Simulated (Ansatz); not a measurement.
1-hydroxysilylpropan-2-one (C3H8O2Si), SMILES O[SiH2]CC(C)=O.

The structure is a stationary point at PBE0-D3(BJ)/def2-SVP. One conformer was computed; it need not be the lowest.

Two levels are set side by side: PBE/def2-SVPD (Ansatz, an electronic-structure program) and CAM-B3LYP/def2-SVPD (Ansatz). Energy differences of separate SCF runs at the same geometry; the states with an electron removed or added have multiplicity 2 and 2. Differences are taken from unrounded values.

```csv
quantity,CAM-B3LYP,PBE,PBE minus CAM-B3LYP
vertical ionisation energy (eV),10.02,9.37,-0.64
vertical singlet–triplet gap (eV),4.06,3.93,-0.13
```
